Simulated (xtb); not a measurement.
All values below come from GFN2-xTB (xtb 6.7.1).

```
xtb start.xyz --ohess tight --gfn 2 --chrg 0 --uhf 0 --iterations 400

# start.xyz
13

C      1.423305    -0.483143     0.320235
C      0.817974     0.525958    -0.629551
S     -0.906100     0.023822    -1.142830
C     -1.708375     0.335935     0.494083
O     -0.861302    -1.431382    -1.290995
H      1.064361    -0.342168     1.337291
H      2.508248    -0.408168     0.327611
H      1.148722    -1.483600    -0.014788
H      1.378467     0.561584    -1.563401
H      0.751378     1.528839    -0.215191
H     -1.584839     1.381651     0.749426
H     -1.269878    -0.310708     1.244383
H     -2.761961     0.101382     0.383726
```

Output:

```
[...]
         :: -> dispersion             -0.007888159070 Eh    ::
         :: repulsion energy           0.182657656091 Eh    ::
         :: add. restraining           0.000000000000 Eh    ::
         :: total charge              -0.000000000000 e     ::
         :::::::::::::::::::::::::::::::::::::::::::::::::::::

           -------------------------------------------------
          |                Numerical Hessian                |
           -------------------------------------------------
step length          :   0.00500
SCC accuracy         :   0.30000
Hessian scale factor :   1.00000
frozen atoms in %    :   0.00000    0
RMS gradient         :   0.00018
estimated CPU  time      0.01 min
estimated wall time      0.01 min

writing file <hessian>.

 projected vibrational frequencies (cm⁻¹)
eigval :       -0.00    -0.00    -0.00     0.00     0.00     0.00
eigval :       68.30   147.22   189.33   237.64   272.96   321.53
eigval :      443.05   608.44   660.95   777.12   876.17   881.77
eigval :      979.09  1027.09  1088.34  1134.12  1210.29  1234.36
eigval :     1281.04  1407.51  1434.24  1451.34  1457.95  1491.15
eigval :     1499.50  3002.24  3011.93  3022.03  3032.38  3038.92
eigval :     3058.60  3067.75  3080.95
           -------------------------------------------------
          |                Property Printout                |
           -------------------------------------------------

    * Orbital Energies and Occupations

         #    Occupation            Energy/Eh            Energy/eV
      -------------------------------------------------------------
         1        2.0000           -0.7477862             -20.3483
       ...           ...                  ...                  ...
         4        2.0000           -0.6061789             -16.4950
         5        2.0000           -0.5782000             -15.7336
         6        2.0000           -0.5268031             -14.3350
         7        2.0000           -0.5257273             -14.3058
         8        2.0000           -0.5106236             -13.8948
         9        2.0000           -0.5013549             -13.6426
        10        2.0000           -0.4897757             -13.3275
        11        2.0000           -0.4866518             -13.2425
        12        2.0000           -0.4634281             -12.6105
        13        2.0000           -0.4598480             -12.5131
        14        2.0000           -0.4509944             -12.2722
        15        2.0000           -0.4026030             -10.9554
        16        2.0000           -0.3809259             -10.3655 (HOMO)
        17                         -0.1942850              -5.2868 (LUMO)
        18                         -0.1558508              -4.2409
        19                         -0.0711613              -1.9364
        20                          0.0012256               0.0333
        21                          0.0609699               1.6591
        22                          0.0966168               2.6291
        23                          0.1276739               3.4742
        24                          0.1387284               3.7750
        25                          0.1587072               4.3186
        26                          0.1782889               4.8515
        27                          0.1832800               4.9873
       ...                                ...                  ...
        33                          0.9186422              24.9975
      -------------------------------------------------------------
                  HL-Gap            0.1866409 Eh            5.0788 eV
             Fermi-level           -0.2876054 Eh           -7.8261 eV

     #   Z          covCN         q      C6AA      α(0)
     1   6 C        3.774    -0.101    22.453     6.752
     2   6 C        3.789    -0.076    21.962     6.674
     3  16 S        2.813     0.374   126.747    18.948
     4   6 C        3.742    -0.132    23.117     6.860
     5   8 O        0.860    -0.486    23.468     6.495
     6   1 H        0.925     0.037     2.492     2.468
     7   1 H        0.925     0.042     2.427     2.436
     8   1 H        0.925     0.070     2.090     2.261
     9   1 H        0.925     0.051     2.312     2.378
    10   1 H        0.925     0.041     2.437     2.441
    11   1 H        0.925     0.050     2.320     2.382
    12   1 H        0.925     0.069     2.093     2.262
    13   1 H        0.925     0.062     2.178     2.308

 Mol. C6AA /au·bohr⁶  :       1789.020541
 Mol. C8AA /au·bohr⁸  :      47701.649243
 Mol. α(0) /au        :         64.665405

Wiberg/Mayer (AO) data.
largest (>0.10) Wiberg bond orders for each atom

 ---------------------------------------------------------------------------
     #   Z sym  total        # sym  WBO       # sym  WBO       # sym  WBO
 ---------------------------------------------------------------------------
     1   6 C    3.992 --     2 C    1.030     6 H    0.986     7 H    0.980
                             8 H    0.976
     2   6 C    3.990 --     1 C    1.030    10 H    0.976     9 H    0.972
                             3 S    0.916
     3  16 S    3.755 --     5 O    1.821     4 C    0.949     2 C    0.916
     4   6 C    3.989 --    11 H    0.985    13 H    0.980    12 H    0.978
                             3 S    0.949
     5   8 O    2.002 --     3 S    1.821
     6   1 H    0.999 --     1 C    0.986
     7   1 H    0.998 --     1 C    0.980
     8   1 H    0.995 --     1 C    0.976
     9   1 H    0.997 --     2 C    0.972
    10   1 H    0.998 --     2 C    0.976
    11   1 H    0.998 --     4 C    0.985
    12   1 H    0.995 --     4 C    0.978
    13   1 H    0.996 --     4 C    0.980
 ---------------------------------------------------------------------------

Topologies differ in total number of bonds
Writing topology from bond orders to xtbtopo.mol

molecular dipole:
                 x           y           z       tot (Debye)
 q only:        0.163       1.286       0.513
   full:        0.300       1.285       0.837       3.974
molecular quadrupole (traceless):
                xx          xy          yy          xz          yz          zz
 q only:        3.194      -3.653      -3.263      -1.678      -5.037       0.069
  q+dip:        3.814      -3.310      -2.981      -3.320      -4.878      -0.833
   full:        4.129      -3.254      -3.340      -3.415      -4.789      -0.790

           -------------------------------------------------
          |                Geometry Summary                 |
           -------------------------------------------------

      molecular mass/u    :       92.1599260
   center of mass at/Å    :       -0.3818322      -0.1795930      -0.5730636
  moments of inertia/u·Å² :        0.9436976E+02   0.1523060E+03   0.1808049E+03
rotational constants/cm⁻¹ :        0.1786338E+00   0.1106827E+00   0.9323661E-01

 * 10 selected distances

     #   Z          #   Z                                           value/Å
     1   6 C        2   6 C                                       1.5122183 (max)
     3  16 S        5   8 O                                       1.4634134
     1   6 C        6   1 H                                       1.0877122
     1   6 C        7   1 H                                       1.0875556
     1   6 C        8   1 H                                       1.0902067
     2   6 C        9   1 H                                       1.0897237
     2   6 C       10   1 H                                       1.0871521
     4   6 C       11   1 H                                       1.0835051
     4   6 C       12   1 H                                       1.0832253 (min)
     4   6 C       13   1 H                                       1.0850057

 * 3 distinct bonds (by element types)

   Z      Z             #   av. dist./Å        max./Å        min./Å
   1 H    6 C           8     1.0867608     1.0902067     1.0832253
   6 C    6 C           1     1.5122183     1.5122183     1.5122183
   8 O   16 S           1     1.4634134     1.4634134     1.4634134

           -------------------------------------------------
          |               Frequency Printout                |
           -------------------------------------------------
 projected vibrational frequencies (cm⁻¹)
eigval :       -0.00    -0.00    -0.00     0.00     0.00     0.00
eigval :       68.30   147.22   189.33   237.64   272.96   321.53
eigval :      443.05   608.44   660.95   777.12   876.17   881.77
eigval :      979.09  1027.09  1088.34  1134.12  1210.29  1234.36
eigval :     1281.04  1407.51  1434.24  1451.34  1457.95  1491.15
eigval :     1499.50  3002.24  3011.93  3022.03  3032.38  3038.92
eigval :     3058.60  3067.75  3080.95
 reduced masses (amu)
   1: 17.30   2: 16.47   3: 17.37   4: 14.90   5: 13.11   6: 14.00   7:  6.66   8:  2.50
   9:  5.17  10:  8.49  11: 10.43  12: 14.02  13: 18.00  14: 15.44  15: 16.08  16:  4.36
  17:  4.72  18:  4.25  19:  2.77  20:  3.41  21:  9.85  22: 21.25  23:  4.23  24:  3.59
  25:  2.85  26:  2.84  27:  1.71  28:  2.04  29:  1.72  30:  1.56  31:  1.55  32:  1.81
  33:  1.74  34:  1.70  35:  1.92  36:  1.47  37:  1.23  38:  1.97  39:  2.00
 IR intensities (km·mol⁻¹)
   1:  0.42   2:  3.97   3:  0.12   4:  2.18   5:  2.50   6:  1.41   7:  1.86   8:  0.77
   9:  5.06  10:  0.80  11:  0.91  12:  8.51  13: 14.58  14: 32.23  15: 56.46  16: 21.59
  17: 39.79  18: 15.12  19:  0.81  20: 15.04  21:  7.40  22:298.32  23:  4.17  24:  1.96
  25:  4.25  26:  3.92  27:  3.85  28:  0.70  29:  7.19  30:  7.34  31:  2.41  32:  8.48
Molecule has no symmetry elements
It seems to be the C1 point group
  33:  1.14  34: 25.34  35: 40.03  36: 24.11  37:  3.59  38:  8.17  39:  9.58
 Raman intensities (Ä⁴*amu⁻¹)
   1:  0.00   2:  0.00   3:  0.00   4:  0.00   5:  0.00   6:  0.00   7:  0.00   8:  0.00
   9:  0.00  10:  0.00  11:  0.00  12:  0.00  13:  0.00  14:  0.00  15:  0.00  16:  0.00
  17:  0.00  18:  0.00  19:  0.00  20:  0.00  21:  0.00  22:  0.00  23:  0.00  24:  0.00
  25:  0.00  26:  0.00  27:  0.00  28:  0.00  29:  0.00  30:  0.00  31:  0.00  32:  0.00
  33:  0.00  34:  0.00  35:  0.00  36:  0.00  37:  0.00  38:  0.00  39:  0.00
 output can be read by thermo (or use thermo option).
 writing <g98.out> molden fake output.
 recommended (thermochemical) frequency scaling factor: 1.0
           -------------------------------------------------
          |             Thermodynamic Functions             |
           -------------------------------------------------

c1  symmetry found (for desy threshold:  0.10E+00) used in thermo

          ...................................................
          :                      SETUP                      :
          :.................................................:
          :  # frequencies                          33      :
          :  # imaginary freq.                       0      :
          :  linear?                             false      :
          :  only rotor calc.                    false      :
          :  symmetry                               c1      :
          :  rotational number                       1      :
          :  scaling factor                  1.0000000      :
          :  rotor cutoff                   50.0000000 cm⁻¹ :
          :  imag. cutoff                  -20.0000000 cm⁻¹ :
          :.................................................:

    mode    ω/cm⁻¹     T·S(HO)/kcal·mol⁻¹    T·S(FR)/kcal·mol⁻¹   T·S(vib)
   ------------------------------------------------------------------------
       1     68.30    -1.25276 ( 77.69%)    -0.96365 ( 22.31%)    -1.18825
       2    147.22    -0.80735 ( 98.69%)    -0.73640 (  1.31%)    -0.80642
       3    189.33    -0.66619 ( 99.52%)    -0.66193 (  0.48%)    -0.66617
       4    237.64    -0.54278 ( 99.80%)    -0.59464 (  0.20%)    -0.54288
       5    272.96    -0.47029 ( 99.89%)    -0.55361 (  0.11%)    -0.47039
   ------------------------------------------------------------------------

   temp. (K)  partition function   enthalpy   heat capacity  entropy
                                   cal/mol     cal/K/mol   cal/K/mol   J/K/mol
 298.15  VIB   40.6                 2718.481     18.033     16.261
         ROT  0.123E+06              888.752      2.981     26.274
         INT  0.500E+07             3607.233     21.014     42.535
         TR   0.856E+27             1481.254      4.968     39.457
         TOT                        5088.4870    25.9820    81.9913   343.0514

       T/K    H(0)-H(T)+PV         H(T)/Eh          T*S/Eh         G(T)/Eh
   ------------------------------------------------------------------------
    298.15    0.810902E-02    0.114033E+00    0.389567E-01    0.750764E-01
   ------------------------------------------------------------------------

         :::::::::::::::::::::::::::::::::::::::::::::::::::::
         ::                  THERMODYNAMIC                  ::
         :::::::::::::::::::::::::::::::::::::::::::::::::::::
         :: total free energy         -17.711912277629 Eh   ::
         ::.................................................::
         :: total energy              -17.786988655949 Eh   ::
         :: zero point energy           0.105924050929 Eh   ::
         :: G(RRHO) w/o ZPVE           -0.030847672610 Eh   ::
         :: G(RRHO) contrib.            0.075076378319 Eh   ::
         :::::::::::::::::::::::::::::::::::::::::::::::::::::

optimized geometry written to: xtbopt.xyz

           -------------------------------------------------
          | TOTAL ENERGY              -17.786988655949 Eh   |
          | TOTAL ENTHALPY            -17.672955584744 Eh   |
          | TOTAL FREE ENERGY         -17.711912277629 Eh   |
          | GRADIENT NORM               0.000183630626 Eh/α |
          | HOMO-LUMO GAP               5.078757484515 eV   |
           -------------------------------------------------

------------------------------------------------------------------------
```

Cost: around 0.8 core-seconds (rough).
